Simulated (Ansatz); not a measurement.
A nudged elastic band was laid between two geometries of ClH3Sn + FH + FH (9 atoms, charge 0, multiplicity 1).

These are results of RKS revPBE-D4/def2-SVP (Ansatz 0.2.0), not measurements.

```yaml
movable_images: 5
climbing_image: yes
spring: 5.0 eV/Å²
optimiser: quadratic models (default)
start_path: through a guess of the saddle point
force_threshold: 0.05 eV/Å
iteration_limit: 60
end_points: relaxed
```

Initial state:

```xyz
9
Properties=species:S:1:pos:R:3
Sn -0.993 -1.144 -0.061
Cl 1.454 -1.178 -0.150
H -1.271 -2.855 -0.003
H -1.416 -0.399 1.425
H -1.545 -0.477 -1.540
H 0.402 1.890 0.003
F -0.520 1.727 -0.206
H 1.938 0.740 0.197
F 1.950 1.696 0.334
```

Final state:

```xyz
9
Properties=species:S:1:pos:R:3
Sn -1.313 -0.690 -0.191
Cl 2.115 -1.023 0.728
H -0.635 -2.070 -0.952
H -1.095 -0.499 1.501
H -2.924 -0.340 -0.712
H 0.755 1.579 -0.282
F -0.352 0.888 -1.025
H 1.980 0.299 0.611
F 1.469 1.857 0.322
```

Question: What changes between the two ends?

Answer: Bonds broken: Sn1–Cl2, H6–F7, H8–F9. Bonds formed: Sn1–F7, Cl2–H8, H6–F9. ClH3Sn + FH + FH becomes ClH + FH + FH3Sn.

Question: Give the energies along the band, and the barrier.

Answer: The run converged. The highest image is number 3 of 0 to 6, 12.1 kcal/mol above the first end and 6.3 kcal/mol above the last; the last end lies 5.8 kcal/mol above the first. A vibrational analysis at the climbing image gives one clearly imaginary mode, 337i cm⁻¹: a first-order saddle point. The orbitals stay closed-shell, which can raise the energy where a bond breaks towards radicals; this wasn't checked here.

```tsv
image	path coordinate (Å)	energy (kcal/mol)	Sn1–Cl2 (Å)	H6–F7 (Å)	H8–F9 (Å)
0	0.00	0.0	2.45	0.96	0.97
1	0.82	2.1	2.46	0.96	0.97
2	1.64	7.2	2.53	0.98	0.99
3	2.46	12.1	2.79	1.14	1.14
4	2.91	8.2	3.10	1.39	1.46
5	3.36	6.0	3.45	1.49	1.63
6	3.82	5.8	3.56	1.50	1.66
```

Question: What is the geometry of the highest image?

Answer: 
```xyz
9
Properties=species:S:1:pos:R:3:forces:R:3
Sn -1.104 -0.809 -0.064 -0.01 0.00 0.00
Cl 1.588 -0.913 0.670 0.00 0.00 0.00
H -0.640 -2.285 -0.826 0.00 0.00 0.00
H -1.409 -0.735 1.629 0.00 0.00 0.00
H -2.484 -0.191 -0.930 0.00 0.00 0.00
H 0.715 1.491 -0.342 -0.01 0.00 -0.01
F -0.277 1.097 -0.738 0.01 0.00 0.00
H 1.859 0.626 0.453 -0.01 0.00 0.00
F 1.751 1.719 0.148 0.00 0.00 0.01
```

Question: What are the harmonic wavenumbers there?

Answer: 337i, 21, 126, 167, 247, 426, 475, 497, 590, 618, 710, 740, 783, 811, 1077, 1128, 1499, 1823, 1854, 1899, 2138 cm⁻¹.

Run time: 93 s on 2 threads of Arm Neoverse V1, on a shared host, peak memory 0.14 GiB.
